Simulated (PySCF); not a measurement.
C₃H₁₀BNS, singlet, at a GFN2-xTB geometry; CASSCF(6,5)/STO-3G run with PySCF.

Here is a job for PySCF.
```python
from pyscf import gto, scf, mcscf, mp
import numpy

mol = gto.M(
    atom='''
B    -0.43761317   -0.19747437    0.88051463
H    -0.83196375   -0.41671526    1.96177922
N     0.21313484    1.00470453    0.63892659
C     0.58141616    1.88957128    1.72511382
C     0.59299309    1.56722647   -0.63896707
H     1.66325896    2.05585628    1.72591320
H     0.08573609    2.85917667    1.61416357
H     0.29356839    1.45391511    2.67706996
H     0.30319915    2.62172569   -0.67207866
H     1.67631680    1.51068447   -0.79390254
H     0.08597102    1.05387195   -1.44844938
S    -0.81141605   -1.54731600   -0.26074825
C     0.30294612   -1.45958507   -1.71581868
H    -0.14261775   -0.86142363   -2.50530457
H     0.41241284   -2.48254183   -2.06248754
H     1.26876500   -1.06632914   -1.42175913
''',
    basis='sto-3g',
    verbose=4,
)

mf = scf.RHF(mol)
mf.kernel()
mc = mcscf.CASSCF(mf, 5, 6)
mc.fix_spin_(ss=0.0)
noons, natorbs = mcscf.addons.make_natural_orbitals(mp.MP2(mf).run())
mc.kernel(natorbs)
occ = numpy.linalg.eigvalsh(mc.fcisolver.make_rdm1(mc.ci, mc.ncas, mc.nelecas))[::-1]
ss = mc.fcisolver.spin_square(mc.ci, mc.ncas, mc.nelecas)[0]
print('natural occupations', occ.round(4), ' <S^2>', round(ss, 4))
```

Task: What does PySCF print? Leave out banner, timings and long lists.

Result: 
```
PySCF version 2.14.0

[INPUT] verbose = 4
[INPUT] num. atoms = 16
[INPUT] num. electrons = 56
[INPUT] charge = 0
[INPUT] spin (= nelec alpha-beta = 2S) = 0
[INPUT] symmetry False subgroup None
[INPUT] Mole.unit = angstrom
[INPUT] Symbol           X                Y                Z      unit          X                Y                Z       unit  Magmom
[INPUT]  1 B     -0.437613170000  -0.197474370000   0.880514630000 AA   -0.826969039803  -0.373172475921   1.663931499373 Bohr   0.0
[INPUT]  2 H     -0.831963750000  -0.416715260000   1.961779220000 AA   -1.572183633066  -0.787477713327   3.707225442663 Bohr   0.0
[INPUT]  3 N      0.213134840000   1.004704530000   0.638926590000 AA    0.402766475203   1.898616397810   1.207396268802 Bohr   0.0
[INPUT]  4 C      0.581416160000   1.889571280000   1.725113820000 AA    1.098717306796   3.570772212044   3.259992653502 Bohr   0.0
[INPUT]  5 C      0.592993090000   1.567226470000  -0.638967070000 AA    1.120594533860   2.961628803469  -1.207472764916 Bohr   0.0
[INPUT]  6 H      1.663258960000   2.055856280000   1.725913200000 AA    3.143103908629   3.885005320667   3.261503262772 Bohr   0.0
[INPUT]  7 H      0.085736090000   2.859176670000   1.614163570000 AA    0.162017729091   5.403060848046   3.050327067550 Bohr   0.0
[INPUT]  8 H      0.293568390000   1.453915110000   2.677069960000 AA    0.554763855930   2.747501366267   5.058929040700 Bohr   0.0
[INPUT]  9 H      0.303199150000   2.621725690000  -0.672078660000 AA    0.572963354701   4.954343527836  -1.270044601565 Bohr   0.0
[INPUT] 10 H      1.676316800000   1.510684470000  -0.793902540000 AA    3.167779650007   2.854779908934  -1.500258370197 Bohr   0.0
[INPUT] 11 H      0.085971020000   1.053871950000  -1.448449380000 AA    0.162461682450   1.991529355861  -2.737172633496 Bohr   0.0
[INPUT] 12 S     -0.811416050000  -1.547316000000  -0.260748250000 AA   -1.533354107576  -2.924003468158  -0.492742779960 Bohr   0.0
[INPUT] 13 C      0.302946120000  -1.459585070000  -1.715818680000 AA    0.572485197300  -2.758216037804  -3.242427384613 Bohr   0.0
[INPUT] 14 H     -0.142617750000  -0.861423630000  -2.505304570000 AA   -0.269508488002  -1.627854737929  -4.734339495921 Bohr   0.0
[INPUT] 15 H      0.412412840000  -2.482541830000  -2.062487540000 AA    0.779347317854  -4.691324151477  -3.897536585928 Bohr   0.0
[INPUT] 16 H      1.268765000000  -1.066329140000  -1.421759130000 AA    2.397618366434  -2.015070033243  -2.686735370800 Bohr   0.0

nuclear repulsion = 289.473575164081
number of shells = 30
number of NR pGTOs = 132
number of NR cGTOs = 44
basis = sto-3g
ecp = {}

******** <class 'pyscf.scf.hf.RHF'> ********
method = RHF
initial guess = minao
damping factor = 0
level_shift factor = 0
DIIS = <class 'pyscf.scf.diis.CDIIS'>
diis_start_cycle = 1
diis_space = 8
diis_damp = 0
SCF conv_tol = 1e-09
SCF conv_tol_grad = None
SCF max_cycles = 50
direct_scf = True
direct_scf_tol = 1e-13
Set gradient conv threshold to 3.16228e-05
Initial guess from minao.
init E= -590.144566187075
  HOMO = -0.210761525882419  LUMO = 0.180429783778381  gap/eV = 10.64486
cycle= 1 E= -589.341079718339  delta_E= 0.803  |g|= 0.361  |ddm|= 4.71
  HOMO = -0.182394069241399  LUMO = 0.335037841076511  gap/eV = 14.08004
cycle= 2 E= -589.399558260004  delta_E= -0.0585  |g|= 0.0992  |ddm|= 0.69
  HOMO = -0.233054951923641  LUMO = 0.337364933409083  gap/eV = 15.52192
cycle= 3 E= -589.403240348085  delta_E= -0.00368  |g|= 0.0258  |ddm|= 0.163
  HOMO = -0.238609929465272  LUMO = 0.33093223734063  gap/eV = 15.49803
cycle= 4 E= -589.403596626355  delta_E= -0.000356  |g|= 0.00387  |ddm|= 0.0582
  HOMO = -0.237676598248192  LUMO = 0.331154634928348  gap/eV = 15.47869
cycle= 5 E= -589.403607705633  delta_E= -1.11e-05  |g|= 0.00156  |ddm|= 0.00902
  HOMO = -0.237767312445887  LUMO = 0.331512924604708  gap/eV = 15.49090
cycle= 6 E= -589.403609639719  delta_E= -1.93e-06  |g|= 0.000437  |ddm|= 0.0043
  HOMO = -0.237922001724322  LUMO = 0.33146381901736  gap/eV = 15.49378
cycle= 7 E= -589.403609835163  delta_E= -1.95e-07  |g|= 8.97e-05  |ddm|= 0.0016
  HOMO = -0.237938654935693  LUMO = 0.331458379347667  gap/eV = 15.49408
cycle= 8 E= -589.403609841639  delta_E= -6.48e-09  |g|= 2.02e-05  |ddm|= 0.000293
  HOMO = -0.237932985169052  LUMO = 0.331467673596875  gap/eV = 15.49418
cycle= 9 E= -589.403609841921  delta_E= -2.83e-10  |g|= 3.47e-06  |ddm|= 5.71e-05
  HOMO = -0.237932693632034  LUMO = 0.331467400140028  gap/eV = 15.49417
Extra cycle  E= -589.403609841933  delta_E= -1.18e-11  |g|= 1.46e-06  |ddm|= 8.02e-06
converged SCF energy = -589.403609841933

******** <class 'pyscf.mp.mp2.RMP2'> ********
nocc = 28, nmo = 44
E(RMP2) = -589.679331452026  E_corr = -0.275721610093389
E(SCS-RMP2) = -589.703262398181  E_corr = -0.299652556247472
E_corr(same-spin) = -0.0360154336899162
E_corr(oppo-spin) = -0.239706176403472

******** <class 'pyscf.mcscf.mc1step.CASSCF'> ********
CAS (3e+3e, 5o), ncore = 25, nvir = 14
max_cycle_macro = 50
max_cycle_micro = 4
conv_tol = 1e-07
conv_tol_grad = None
orbital rotation max_stepsize = 0.02
orbital rotation threshold for CI restart = 0.01
augmented hessian ah_max_cycle = 30
augmented hessian ah_conv_tol = 1e-12
augmented hessian ah_linear dependence = 1e-14
augmented hessian ah_level shift = 1e-08
augmented hessian ah_start_tol = 2.5
augmented hessian ah_start_cycle = 3
augmented hessian ah_grad_trust_region = 3
kf_trust_region = 3
kf_interval = 4
ci_response_space = 4
ci_grad_trust_region = 3
with_dep4 0
natorb = False
canonicalization = True
sorting_mo_energy = False
ao2mo_level = 2
internal_rotation = False
******** <class 'pyscf.fci.addons.SpinPenaltyFCISolver'> ********
max. cycles = 50
conv_tol = 1e-08
davidson only = True
linear dependence = 1e-12
level shift = 0.001
max iter space = 12
nroots = 1
pspace_size = 400
spin = None
CASCI E = -589.425583341739  S^2 = 0.0000000
Set conv_tol_grad to 0.000316228
macro iter   1 ( 21 JK    4 micro), CASSCF E = -589.430427097140  dE = -4.84375540e-03  S^2 = 0.0000000
               |grad[o]|=0.0327  |grad[c]|=0.0426  |ddm|=0.0194  |maxRot[o]|=0.115
macro iter   2 ( 21 JK    4 micro), CASSCF E = -589.431546971676  dE = -1.11987454e-03  S^2 = 0.0000000
               |grad[o]|=0.016  |grad[c]|=0.0516  |ddm|=0.0209  |maxRot[o]|= 0.15
macro iter   3 ( 21 JK    4 micro), CASSCF E = -589.432317023145  dE = -7.70051469e-04  S^2 = 0.0000000
               |grad[o]|=0.0112  |grad[c]|=0.0264  |ddm|=0.0061  |maxRot[o]|=0.107
macro iter   4 ( 21 JK    4 micro), CASSCF E = -589.432507747311  dE = -1.90724165e-04  S^2 = 0.0000000
               |grad[o]|=0.006  |grad[c]|=0.00465  |ddm|=0.00252  |maxRot[o]|=0.0344
macro iter   5 ( 21 JK    4 micro), CASSCF E = -589.432574669923  dE = -6.69226126e-05  S^2 = 0.0000000
               |grad[o]|=0.00269  |grad[c]|=0.0126  |ddm|=0.00127  |maxRot[o]|=0.0863
macro iter   6 (  7 JK    2 micro), CASSCF E = -589.432632172155  dE = -5.75022319e-05  S^2 = 0.0000000
               |grad[o]|=0.00246  |grad[c]|=0.00543  |ddm|=0.000733  |maxRot[o]|=0.0698
macro iter   7 ( 21 JK    4 micro), CASSCF E = -589.432782869084  dE = -1.50696929e-04  S^2 = 0.0000000
               |grad[o]|=0.00225  |grad[c]|=0.0136  |ddm|=0.0121  |maxRot[o]|=0.191
macro iter   8 ( 12 JK    3 micro), CASSCF E = -589.432927669147  dE = -1.44800062e-04  S^2 = 0.0000000
               |grad[o]|=0.00337  |grad[c]|=0.00309  |ddm|=0.0088  |maxRot[o]|=0.0966
macro iter   9 (  7 JK    2 micro), CASSCF E = -589.433099270074  dE = -1.71600927e-04  S^2 = 0.0000000
               |grad[o]|=0.00299  |grad[c]|=0.00228  |ddm|=0.00494  |maxRot[o]|=0.0699
macro iter  10 (  7 JK    2 micro), CASSCF E = -589.433303682532  dE = -2.04412459e-04  S^2 = 0.0000000
               |grad[o]|=0.0028  |grad[c]|=0.00232  |ddm|=0.00605  |maxRot[o]|=0.0698
macro iter  11 (  7 JK    2 micro), CASSCF E = -589.433533166715  dE = -2.29484183e-04  S^2 = 0.0000000
               |grad[o]|=0.00285  |grad[c]|=0.0015  |ddm|=0.00654  |maxRot[o]|=0.0698
macro iter  12 (  7 JK    2 micro), CASSCF E = -589.433766233512  dE = -2.33066797e-04  S^2 = 0.0000000
               |grad[o]|=0.00296  |grad[c]|=0.00094  |ddm|=0.00661  |maxRot[o]|=0.0698
macro iter  13 (  7 JK    2 micro), CASSCF E = -589.433979575414  dE = -2.13341901e-04  S^2 = 0.0000000
               |grad[o]|=0.00303  |grad[c]|=0.0024  |ddm|=0.00646  |maxRot[o]|=0.0698
macro iter  14 (  7 JK    2 micro), CASSCF E = -589.434148199030  dE = -1.68623616e-04  S^2 = 0.0000000
               |grad[o]|=0.0029  |grad[c]|=0.00418  |ddm|=0.00621  |maxRot[o]|=0.0698
macro iter  15 (  7 JK    2 micro), CASSCF E = -589.434245740162  dE = -9.75411320e-05  S^2 = 0.0000000
               |grad[o]|=0.00242  |grad[c]|=0.00528  |ddm|=0.00588  |maxRot[o]|=0.0698
macro iter  16 ( 15 JK    4 micro), CASSCF E = -589.434178740382  dE =  6.69997802e-05  S^2 = 0.0000000
               |grad[o]|=0.00146  |grad[c]|=0.00832  |ddm|=0.00579  |maxRot[o]|=0.114
macro iter  17 ( 21 JK    4 micro), CASSCF E = -589.434188174920  dE = -9.43453836e-06  S^2 = 0.0000000
               |grad[o]|=0.000735  |grad[c]|=0.000875  |ddm|=0.000809  |maxRot[o]|=0.0103
macro iter  18 (  7 JK    2 micro), CASSCF E = -589.434228588018  dE = -4.04130984e-05  S^2 = 0.0000000
               |grad[o]|=0.000565  |grad[c]|=0.000879  |ddm|=0.00136  |maxRot[o]|=0.0383
macro iter  19 (  7 JK    2 micro), CASSCF E = -589.434260311885  dE = -3.17238665e-05  S^2 = 0.0000000
               |grad[o]|=0.000382  |grad[c]|=0.00192  |ddm|=0.00227  |maxRot[o]|=0.0518
macro iter  20 ( 16 JK    4 micro), CASSCF E = -589.434178908650  dE =  8.14032346e-05  S^2 = 0.0000000
               |grad[o]|=0.000291  |grad[c]|=0.00868  |ddm|=0.00604  |maxRot[o]|=0.103
macro iter  21 ( 21 JK    4 micro), CASSCF E = -589.434187828600  dE = -8.91994966e-06  S^2 = 0.0000000
               |grad[o]|=0.000826  |grad[c]|=0.000407  |ddm|=0.000269  |maxRot[o]|=0.012
macro iter  22 (  7 JK    2 micro), CASSCF E = -589.434221602831  dE = -3.37742312e-05  S^2 = 0.0000000
               |grad[o]|=0.000526  |grad[c]|=0.000613  |ddm|=0.000993  |maxRot[o]|=0.0355
macro iter  23 (  7 JK    2 micro), CASSCF E = -589.434253920579  dE = -3.23177475e-05  S^2 = 0.0000000
               |grad[o]|=0.000361  |grad[c]|=0.00143  |ddm|=0.00205  |maxRot[o]|=0.0499
macro iter  24 (  6 JK    2 micro), CASSCF E = -589.434265307808  dE = -1.13872296e-05  S^2 = 0.0000000
               |grad[o]|=0.000266  |grad[c]|=0.00113  |ddm|=0.00161  |maxRot[o]|=0.0378
macro iter  25 ( 11 JK    3 micro), CASSCF E = -589.434260129732  dE =  5.17807575e-06  S^2 = 0.0000000
               |grad[o]|=0.000225  |grad[c]|=0.00074  |ddm|=0.00039  |maxRot[o]|=0.0232
macro iter  26 (  7 JK    2 micro), CASSCF E = -589.434265118976  dE = -4.98924339e-06  S^2 = 0.0000000
               |grad[o]|=0.000265  |grad[c]|=0.000437  |ddm|=0.00033  |maxRot[o]|=0.018
macro iter  27 (  6 JK    1 micro), CASSCF E = -589.434266414484  dE = -1.29550813e-06  S^2 = 0.0000000
               |grad[o]|=7.46e-05  |grad[c]|=0.000563  |ddm|=0.000324  |maxRot[o]|=0.0123
macro iter  28 (  5 JK    1 micro), CASSCF E = -589.434266512663  dE = -9.81788162e-08  S^2 = 0.0000000
               |grad[o]|=6.42e-05  |grad[c]|=0.000164  |ddm|=0.000123  |maxRot[o]|=0.00349
1-step CASSCF converged in  28 macro (330 JK  76 micro) steps
CASSCF canonicalization
Density matrix diagonal elements [1.9952541  1.97297865 1.97750631 0.02211138 0.03214955]
CASSCF energy = -589.434266512663
CASCI E = -589.434266512663  E(CI) = -7.27824290373928  S^2 = 0.0000000
natural occupations [1.9974 1.9835 1.9668 0.0339 0.0185]  <S^2> 0.0
```
